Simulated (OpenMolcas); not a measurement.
Tb³⁺: the spin-orbit constant, worked from levels

```yaml
Program: OpenMolcas
Basis: ANO-RCC-VTZP [8s7p5d3f2g1h]
Scalar_Hamiltonian: DKH2, point nucleus
Active_space: 8 electrons in 12 orbitals (RAS2 4f; RAS3 5d, at most 1 electron)
State_averaging: 2S+1 = 7 even, 7 roots; 2S+1 = 5 even, 140 roots (105 in the spin-orbit step); 2S+1 = 3 even, 127 roots kept (CI in the orbitals of an earlier block); 2S+1 = 1 even, 121 roots kept (CI in the orbitals of an earlier block, 47 in the spin-orbit step); 2S+1 = 9 odd, 5 roots; 2S+1 = 7 odd, 121 roots kept (CI in the orbitals of an earlier block, 5 in the spin-orbit step); 2S+1 = 5 odd, 112 roots kept (CI in the orbitals of an earlier block, 0 in the spin-orbit step); 2S+1 = 3 odd, 37 roots kept (CI in the orbitals of an earlier block, 0 in the spin-orbit step); 2S+1 = 1 odd, 29 roots kept (CI in the orbitals of an earlier block, 0 in the spin-orbit step)
Spin-orbit_coupling: state interaction with AMFI integrals over the reference wave functions, term energies averaged over their components
```

Methods: RASSCF; SS-RASPT2, IPEA 0.25 Eh, imaginary shift 0.1 Eh (closed shells correlated: 5s 5p). Measured levels: Martin, Zalubas and Hagan, Atomic Energy Levels: The Rare-Earth Elements, NSRDS-NBS 60 (1978).

**The spin-orbit constant.** For the Hund term 7F of f8, E(J) = (A/2) J(J+1) + constant and ζ = -2S·A = -6A. From J = 0 to J = 6 the energy changes by 21 A.

| Source | E(6) - E(0) | A | ζ |
| --- | --- | --- | --- |
| RASSCF | -5941.0 | -282.9 | 1697 |
| SS-RASPT2 | -5890.7 | -280.5 | 1683 |
| measured | -5653.8 | -269.2 | 1615 |

All in cm-1. SS-RASPT2 is off by +4.2 % and RASSCF by +5.1 %. Both methods take the spin-orbit matrix elements from the reference wave functions, so the second can move ζ only through the term energies and any multistate remixing. Second-order mixing with other terms is absorbed into this ζ.

CASPT2 does not keep the components of a term degenerate, so their means are used; among the terms shown or strongly mixed into the levels shown the widest spread is 52 cm-1 (4f8 7F, SS-RASPT2). High states are left out of the spin-orbit mixing, which shifts the levels that they would mix with. Without dynamic correlation excited terms often stand tens of per cent too high (terms of higher spin than the ground term too low), and those without a measured partner can miss by more than the paired ones (holds for RASSCF). Each CASPT2 term energy is a mean over a sample of three components (holds for SS-RASPT2). Measured partners are found by configuration, term and J. A level has none where our copy of the source lacks it or the pairing is in doubt (some pairs that miss far off the trend of their configuration count as doubtful), and it then counts in no deviation. Levels of configurations outside the active space are missing.
